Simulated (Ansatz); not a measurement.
Abridged output of a molecular run in Ansatz:

```
Functional definition: HF
1976 factors; integrals over basis functions are off by at most 1.1e-3 eV
mean field evaluation 1: about -22465.2685 eV, gradient 3.3e1 eV
mean field evaluation 2: about -22465.4496 eV, gradient 3.3e1 eV
mean field evaluation 4: about -22467.8399 eV, gradient 3.2e0 eV
mean field evaluation 8: about -22467.8955 eV, gradient 3.1e-1 eV
mean field evaluation 16: about -22467.8962 eV, gradient 1.6e-6 eV
mean field -22467.89621035 eV, -825.6799564434 hartree, gradient 1.6e-6 eV, S^2 0.000000; 0 other end points of the search recorded, 0 dependent functions left out
12 core orbitals not correlated: weight in the atoms' cores, before any rotation towards them, 1.000 or more for the frozen orbitals, at most 0.000 for the correlated occupied ones
reference -22467.89621035 eV, -825.6799564434 hartree; 12, 12 occupied and 304, 304 virtual orbitals, 1976 factors
second order -20.68785440 eV of doubles, -0.00000000 eV of singles
cycle   1  -20.86156131 eV  change   -1.7e-1 eV  update   1.1e-1
cycle   2  -21.36112567 eV  change   -5.0e-1 eV  update   3.5e-2
cycle   3  -21.49037636 eV  change   -1.3e-1 eV  update   1.9e-2
cycle   4  -21.47484456 eV  change    1.6e-2 eV  update   4.9e-3
cycle   5  -21.47018949 eV  change    4.7e-3 eV  update   2.2e-3
cycle   6  -21.47119086 eV  change   -1.0e-3 eV  update   8.5e-4
cycle   7  -21.47077549 eV  change    4.2e-4 eV  update   3.5e-4
cycle   8  -21.47066452 eV  change    1.1e-4 eV  update   1.5e-4
cycle   9  -21.47076404 eV  change   -1.0e-4 eV  update   5.5e-5
cycle  10  -21.47075540 eV  change    8.6e-6 eV  update   2.0e-5
perturbative correction -0.94407655 eV, -0.0346941734 hartree
Total energy: -22490.31104230 eV, -826.5036863241 hartree
```

Its atoms:

Z-matrix (Å, degrees):
```
C
S 1 1.816
H 1 1.088 2 110.5
H 1 1.089 2 107.0 3 119.3
H 1 1.088 2 110.5 3 -121.4
Si 2 2.135 1 105.9 3 60.8
F 6 1.621 2 100.4 1 -0.0
```

(1) Which basis set was used?
A. cc-pV(T+d)Z
B. cc-pV(Q+d)Z
C. def2-SVPD
D. def2-SVP

(2) Write the keys of the input that set method, charge and spin (a neutral closed shell needs none for the last two).

Answers

(1) B. It gives 328 functions.

(2) 
```yaml
correlation: {method: ccsd_t}
```
